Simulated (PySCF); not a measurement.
**Working out the ionisation energy of Se**

Se [Ar] 3d10 4s2 4p4 (3P) → Se⁺ [Ar] 3d10 4s2 4p3 (4S). Calculation: PySCF 2.14, in x2c-TZVPPall with one added diffuse shell each of s, p, d type (7s6p5d1f, 57 functions); the spin-free X2C one-electron Hamiltonian (Gaussian nucleus). Frozen: [Ar] 3d10. Energies in hartree (1 hartree = 27.21139 eV):

| part | Se (lower) | Se⁺ (upper) |
| --- | --- | --- |
| UHF | -2428.067065 | -2427.753139 |
| CCSD correlation | -0.118776 | -0.089798 |
| (T) | -0.003658 | -0.002549 |

Task: What does Hartree-Fock give?

Result: (-2427.753139) − (-2428.067065) = 0.313926 hartree = 8.542 eV.

Task: What do CCSD and CCSD(T) give?

Result: The CCSD correlation energies differ by 0.028978 hartree = 0.789 eV and the triples by 0.001109 hartree = 0.030 eV, so CCSD gives 9.331 eV and CCSD(T) 9.361 eV.

Measured between the centres of the two terms (NIST): 9.635 eV, so CCSD(T) (valence) is off by -0.274 eV.

What remains against the reference includes basis incompleteness, the frozen core and higher excitations.
